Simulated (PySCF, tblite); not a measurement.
C₆H₇N₃S.
Structure used (PBE0-D3(BJ)/def2-SVP), in Å, numbered top down from 1:
```xyz
17
C6H7N3S angstrom
C     -3.6821    0.3005   -0.4941
C     -2.6136   -0.4995   -0.4148
C     -1.2722   -0.0199   -0.0732
C     -0.1852   -0.8754    0.0050
C      1.0292   -0.2723    0.3467
S      2.4745   -1.2381    0.4837
C      3.6902    0.0144    0.9292
N      1.1068    1.0404    0.5730
N      0.0333    1.7933    0.4757
N     -1.1230    1.3031    0.1672
H     -3.5810    1.3714   -0.2999
H     -4.6665   -0.0962   -0.7515
H     -2.7031   -1.5735   -0.6063
H     -0.2723   -1.9475   -0.1867
H      3.7472    0.7897    0.1551
H      4.6469   -0.5189    1.0073
H      3.4342    0.4803    1.8891
```

Jobs on this species (17 atoms, 80 electrons) with PySCF (density fitting) and tblite. Hardware of each: one thread, Arm Neoverse N1 (aarch64), no GPU, shared host. The host was shared with other jobs, so the times are rough.

Question: Rank these jobs by wall time, shortest first.
A. PBE0-D3(BJ)/def2-SVP, grid level 1; geometry optimisation from a GFN2-xTB start shaken at random; 179 basis functions
B. GFN2-xTB; Hessian by finite differences
C. B3LYP/pcSseg-1; shieldings, ring-centre shieldings; 212 basis functions
D. CAM-B3LYP/def2-SVPD; 10 singlets by full TDDFT, 4 Tamm–Dancoff triplets, polarisability, dynamic polarisability, ΔSCF ions, density and orbital grids written; 263 basis functions
E. CAM-B3LYP/def2-SVPD, IEF-PCM acetone; 6 singlets by full TDDFT, polarisability; 263 basis functions

Answer: B (1.1 s), C (55 s), E (1.8 min), A (3.8 min), D (15 min).

All jobs:

```csv
level and settings,work,basis functions,SCF cycles,wall time
GFN2-xTB,Hessian by finite differences,–,–,1.1 s
B3LYP/pcSseg-1,"shieldings, ring-centre shieldings",212,15,55 s
"PBE0/pcSseg-1, IEF-PCM benzene","shieldings, ring-centre shieldings",212,14,56 s
"PBE0/pcSseg-1, IEF-PCM acetone","shieldings, ring-centre shieldings, charges and field gradients",212,14,60 s
PBE0/pcSseg-1,"shieldings, ring-centre shieldings, charges and field gradients, density and orbital grids written",212,15,75 s
"CAM-B3LYP/def2-SVPD, IEF-PCM acetone","6 singlets by full TDDFT, polarisability",263,13,1.8 min
"PBE0-D3(BJ)/def2-SVP, grid level 1",geometry optimisation from a GFN2-xTB start shaken at random,179,67,3.8 min
CAM-B3LYP/def2-SVPD,"10 singlets by full TDDFT, 4 Tamm–Dancoff triplets, polarisability, dynamic polarisability, ΔSCF ions, density and orbital grids written",263,14,15 min
```

Question: What do all jobs in the table cost together?

Answer: About 25 min; the longest takes about 61 % of that, and about 820 times as long as the shortest.
